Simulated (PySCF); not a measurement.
5H-1,4-dioxepine (C5H6O2), SMILES C1=COC=COC1.

Geometry optimised at B3LYP-D3(BJ)/def2-SVP. Other conformers were not sampled.

Two levels are set side by side: PBE/def2-TZVP (PySCF) and M06-2X/def2-TZVP (PySCF). Same geometry, gas phase. Differences are taken from unrounded values.

```json
[
 {"quantity": "orbital gap (eV)", "M06-2X": "8.26", "PBE": "4.05", "PBE minus M06-2X": "-4.22"},
 {"quantity": "highest occupied level (eV)", "M06-2X": "-7.34", "PBE": "-4.95", "PBE minus M06-2X": "2.39"},
 {"quantity": "lowest empty level (eV)", "M06-2X": "0.92", "PBE": "-0.91", "PBE minus M06-2X": "-1.83"},
 {"quantity": "dipole moment (D)", "M06-2X": "1.02", "PBE": "0.95", "PBE minus M06-2X": "-0.07"},
 {"quantity": "mean polarisability (bohr³)", "M06-2X": "62.8", "PBE": "66.0", "PBE minus M06-2X": "3.2"}
]
```

PBE's occupied levels lie high since its potential decays too fast outside the molecule; exact exchange lowers them and widens the gap. PBE's more diffuse valence density responds more strongly to a field. Differences between two approximate levels are no errors against the true value.

Rough cost on one machine, each run with all the roots and properties that it gave: M06-2X against PBE about 4 times.
